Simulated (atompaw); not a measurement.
## Logarithmic derivatives: manganese, PAW (atompaw)

```json
{
 "Element": "Mn (Z = 25)",
 "Generator": "atompaw 4.2.0.5",
 "Type": "PAW",
 "Functional": "PBE",
 "Relativity": "scalar-relativistic",
 "Frozen core": "[Ne] 3s2",
 "Valence charge": "13",
 "Reference configuration": "3p6 3d5 4s2 4p0",
 "Partial waves": "4s (bound): rc 2.90 bohr; 4s channel at 0.45 Ry: rc 2.90 bohr; 3p (bound): rc 1.25 bohr; 4p (bound, empty): rc 2.90 bohr; 3d (bound): rc 1.60 bohr; 3d channel at 4.45 Ry: rc 1.60 bohr",
 "Local potential": "vpsmatchnc scheme with l = 3 at 0 Ry, radius 2.20 bohr",
 "Core correction": "smooth core density matched at 1.60 bohr",
 "Augmentation charge": "besselshape compensation charge, radius 2.45 bohr; PAW radius 2.90 bohr; waves and projectors: custom polynom2 7 10 vanderbiltortho"
}
```

The phase is arctan(r·u′/u) with u = r·R(r), unwrapped; energies in Ry, scanned from -6 to 5 Ry. A pole is an energy at which the radial function vanishes at the test radius. The pseudo phase is shifted by a multiple of π to meet the all-electron one at the reference energy, and phase errors are pseudo minus all-electron; the curves can meet again beyond the range given. Levels narrower than the energy grid can be missing from the lists of poles.

Question: For each channel, where are the poles, and over which energies does the pseudopotential scatter like the atom?

Answer:

| channel | radius (bohr) | reference energy (Ry) | poles, all-electron | poles, pseudo | unbroken range about the reference energy with phases within 0.05 rad | phase error 1 Ry above the reference energy (rad) |
| --- | --- | --- | --- | --- | --- | --- |
| s | 2.90 | -0.38 | 0.92 | -0.82, 0.93 | -0.8 to 3.6 | +0.000 |
| p | 2.90 | -0.10 | -4.02, 1.76 | -4.02, 1.68 | below 2.8 | -0.007 |
| d | 2.90 | -0.50 | -0.41, 3.25 | -0.41, 3.26 | the whole range | +0.005 |

Note: ghost state, extra bound levels that the all-electron valence spectrum of the same l lacks: s at -11.3 eV. A true bound ghost makes a file unfit for plane-wave use.

Phases in the p channel:

```tsv
E (Ry)	all-electron	pseudo
-6.00	1.424	1.424
-5.52	1.417	1.417
-5.04	1.409	1.409
-4.56	1.398	1.398
-4.08	1.359	1.359
-3.60	-1.759	-1.759
-3.12	-1.778	-1.778
-2.64	-1.800	-1.800
-2.16	-1.829	-1.829
-1.68	-1.872	-1.872
-1.20	-1.942	-1.943
-0.72	-2.082	-2.083
-0.24	-2.482	-2.483
0.24	-3.717	-3.720
0.72	-4.394	-4.400
1.20	-4.599	-4.607
1.68	-4.699	-4.712
2.16	-4.768	-4.790
2.64	-4.830	-4.871
3.12	-4.903	-4.998
3.60	-5.018	-5.350
4.08	-5.278	-6.848
4.56	-6.214	-7.538
```
